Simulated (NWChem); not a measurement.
System: Ge2H6O; SMILES [GeH3][O][GeH3]

Here is an NWChem input.

```
start job
memory heap 200 mb stack 900 mb global 1100 mb
geometry units angstroms noautosym nocenter noautoz
  Ge     0.009456     1.587756    -0.052276
  O     -0.833169    -0.000144    -0.005612
  Ge     0.009309    -1.587780     0.051482
  H     -1.112855     2.646595    -0.099125
  H      0.882973     1.758868     1.219673
  H      0.906737     1.671761    -1.316417
  H      0.906218    -1.754410    -1.204693
  H     -1.113107    -2.647294     0.074374
  H      0.883170    -1.675406     1.331668
end
basis spherical
  Ge library pcsseg-1
  O library pcsseg-1
  H library pcsseg-1
end
dft
  xc xpbe96 cpbe96
  iterations 150
end
property
  shielding 4 1 2 4 5
  efieldgrad
end
task dft property
```

Excerpt of the output:

```
             Northwest Computational Chemistry Package (NWChem) 7.3.0
             --------------------------------------------------------

                             Geometry "geometry" -> ""
                             -------------------------

 Output coordinates in angstroms (scale by  1.889725989 to convert to a.u.)

  No.       Tag          Charge          X              Y              Z
 ---- ---------------- ---------- -------------- -------------- --------------
    1 Ge                  32.0000     0.00945600     1.58775600    -0.05227600
    2 O                    8.0000    -0.83316900    -0.00014400    -0.00561200
    3 Ge                  32.0000     0.00930900    -1.58778000     0.05148200
    4 H                    1.0000    -1.11285500     2.64659500    -0.09912500
    5 H                    1.0000     0.88297300     1.75886800     1.21967300
    6 H                    1.0000     0.90673700     1.67176100    -1.31641700
    7 H                    1.0000     0.90621800    -1.75441000    -1.20469300
    8 H                    1.0000    -1.11310700    -2.64729400     0.07437400
    9 H                    1.0000     0.88317000    -1.67540600     1.33166800

 Effective nuclear repulsion energy (a.u.)     424.7542165728

  pbe96 is a nonlocal functional; adding pw91lda local functional.
                              NWChem Property Module
                              ----------------------

  itol2e modified to match energy
  convergence criterion.

                                 NWChem DFT Module
                                 -----------------

 Summary of "ao basis" -> "ao basis" (spherical)
 ------------------------------------------------------------------------------
       Tag                 Description            Shells   Functions and Types
 ---------------- ------------------------------  ------  ---------------------
 Ge                         pcsseg-1                15       41   5s7p3d
 O                          pcsseg-1                 7       17   3s3p1d
 H                          pcsseg-1                 3        5   2s1p

  itol2e modified to match energy
  convergence criterion.

            General Information
            -------------------
          SCF calculation type: DFT
          Wavefunction type:  closed shell.
          No. of atoms     :     9
          No. of electrons :    78
           Alpha electrons :    39
            Beta electrons :    39
          Charge           :     0
          Spin multiplicity:     1
          Use of symmetry is: off; symmetry adaption is: off
          Maximum number of iterations: 150
          AO basis - number of functions:   129
                     number of shells:    55
          Convergence on energy requested:  1.00D-07
          Convergence on density requested:  1.00D-05
          Convergence on gradient requested:  5.00D-04

              XC Information
              --------------
          PerdewBurkeErnzerhof Exchange Functional  1.000
            Perdew 1991 LDA Correlation Functional  1.000 local
           PerdewBurkeErnz. Correlation Functional  1.000 non-local

             Grid Information
             ----------------
          Grid used for XC integration:  fine
          Radial quadrature: Mura-Knowles
          Angular quadrature: Lebedev.
          Tag              B.-S. Rad. Rad. Pts. Rad. Cut. Ang. Pts.
          ---              ---------- --------- --------- ---------
          Ge                  1.25      140          12.0       974
          O                   0.60       70           9.0       590
          H                   0.35       60          13.0       590
          Grid pruning is: on
          Number of quadrature shells:   710
          Spatial weights used:  Erf1

      Superposition of Atomic Density Guess
      -------------------------------------

 Sum of atomic energies:       -4227.85863088

      Non-variational initial energy
      ------------------------------

 Total energy =   -4228.674609
 1-e energy   =   -6744.520924
 2-e energy   =    2091.092099
 HOMO         =      -0.377000
 LUMO         =      -0.001705

   convergence    iter        energy       DeltaE   RMS-Dens  Diis-err
 ---------------- ----- ----------------- --------- --------- ---------
 d= 0,ls=0.0,diis     1  -4231.5847829000 -4.66D+03  1.61D-02  4.34D+00
 d= 0,ls=0.0,diis     2  -4231.0273233066  5.57D-01  1.67D-02  6.23D+00
 d= 0,ls=0.0,diis     3  -4231.4083647389 -3.81D-01  5.59D-03  3.17D+00
 d= 0,ls=0.0,diis     4  -4231.6967832479 -2.88D-01  1.23D-03  3.68D-02
 d= 0,ls=0.0,diis     5  -4231.7007476089 -3.96D-03  3.53D-04  3.49D-03
  Resetting Diis
 d= 0,ls=0.0,diis     6  -4231.7010366496 -2.89D-04  8.46D-05  2.07D-04
 d= 0,ls=0.0,diis     7  -4231.7010611601 -2.45D-05  5.01D-05  7.26D-06
 d= 0,ls=0.0,diis     8  -4231.7010581289  3.03D-06  2.87D-05  3.92D-05
 d= 0,ls=0.0,diis     9  -4231.7010621895 -4.06D-06  6.78D-06  1.21D-06
 d= 0,ls=0.0,diis    10  -4231.7010623550 -1.65D-07  6.07D-07  3.97D-08
 d= 0,ls=0.0,diis    11  -4231.7010623567 -1.68D-09  1.65D-07  9.44D-10

         Total DFT energy =    -4231.701062356684
      One electron energy =    -6744.581344464635
           Coulomb energy =     2256.312844153565
    Exchange-Corr. energy =     -168.186778618384
 Nuclear repulsion energy =      424.754216572770

 Numeric. integr. density =       78.000000011185

                       DFT Final Molecular Orbital Analysis
                       ------------------------------------

[...]

          -----------------------------------------
          Chemical Shielding Tensors (GIAO, in ppm)
          -----------------------------------------

                                NWChem CPHF Module
                                ------------------

  scftype          =     RHF
  nclosed          =       39
  nopen            =        0
  variables        =     3510
  # of vectors     =        3
  tolerance        = 0.10D-03
  level shift      = 0.00D+00
  max iterations   =       50
  max subspace     =       30

 SCF residual:    1.2793809397057135E-005

Iterative solution of linear equations
  No. of variables     3510
  No. of equations        3
  Maximum subspace       30
        Iterations       50
       Convergence  1.0D-04

   iter   nsub   residual    time
   ----  ------  --------  ---------
     1      3    1.09D-05      88.3

      Atom:    1  Ge
        Diamagnetic
   2755.8111      2.8478     -0.0774
      2.8478   2763.1049     -0.2933
     -0.0774     -0.2933   2753.6397

        Paramagnetic
  -1488.8110    153.0281     -4.6057
    153.0281  -1230.5897    -10.1193
     -4.6057    -10.1193  -1566.2818

        Total Shielding Tensor
   1267.0002    155.8760     -4.6831
    155.8760   1532.5153    -10.4126
     -4.6831    -10.4126   1187.3579

           isotropic =    1328.9578
          anisotropy =     413.7907

          Principal Components and Axis System
                 1           2           3
             1604.8183   1195.0110   1187.0440

      1         0.4191      0.9079     -0.0016
      2         0.9075     -0.4189      0.0308
      3        -0.0273      0.0143      0.9995

      Atom:    2  O
        Diamagnetic
    397.2927      0.0038      0.0737
      0.0038    427.1109     -1.3510
      0.0737     -1.3510    385.8100

        Paramagnetic
    -28.0465     -0.0125     -0.1518
     -0.0125   -187.0357      5.6517
     -0.1518      5.6517    -14.1334

        Total Shielding Tensor
    369.2462     -0.0087     -0.0781
     -0.0087    240.0752      4.3007
     -0.0781      4.3007    371.6765

           isotropic =     326.9993
          anisotropy =      67.2300

          Principal Components and Axis System
                 1           2           3
              371.8193    369.2438    239.9348

      1        -0.0304      0.9995      0.0000
      2         0.0326      0.0009      0.9995
      3         0.9990      0.0304     -0.0326

      Atom:    3  H
        Diamagnetic
     30.9018    -10.8199      0.4777
    -10.8199     33.7082     -0.5864
      0.4777     -0.5864     19.5651

        Paramagnetic
     -3.6548      3.6076     -0.1569
      3.6076     -3.0751      0.1364
     -0.1569      0.1364     -0.1148

        Total Shielding Tensor
     27.2470     -7.2122      0.3208
     -7.2122     30.6331     -0.4500
      0.3208     -0.4500     19.4503

           isotropic =      25.7768
          anisotropy =      15.8843

          Principal Components and Axis System
                 1           2           3
               36.3664     21.5321     19.4319

      1        -0.6207      0.7840     -0.0098
      2         0.7834      0.6206      0.0338
      3        -0.0326     -0.0133      0.9994

      Atom:    4  H
        Diamagnetic
     26.8299      3.2034     10.7312
      3.2034     22.9543      3.4678
     10.7312      3.4678     33.5155

        Paramagnetic
     -1.9503     -0.4704     -3.6863
     -0.4704      0.0805     -0.8151
     -3.6863     -0.8151     -4.1417

        Total Shielding Tensor
     24.8797      2.7330      7.0449
      2.7330     23.0348      2.6527
      7.0449      2.6527     29.3738

           isotropic =      25.7628
          anisotropy =      14.8183

          Principal Components and Axis System
                 1           2           3
               35.6416     22.0777     19.5689

      1         0.5746      0.0397      0.8175
      2         0.2859      0.9261     -0.2460
      3         0.7669     -0.3751     -0.5208
```

Level: PBE/pcSseg-1, GIAO. Structure relaxed at the B3LYP/6-31G* (spherical d) level. NWChem prints the field gradient with the sign opposite to the second derivative of the potential. The output numbers the shielded atoms by their place in the input's list. The printed shielding anisotropy is the first printed principal value minus the mean of the other two.
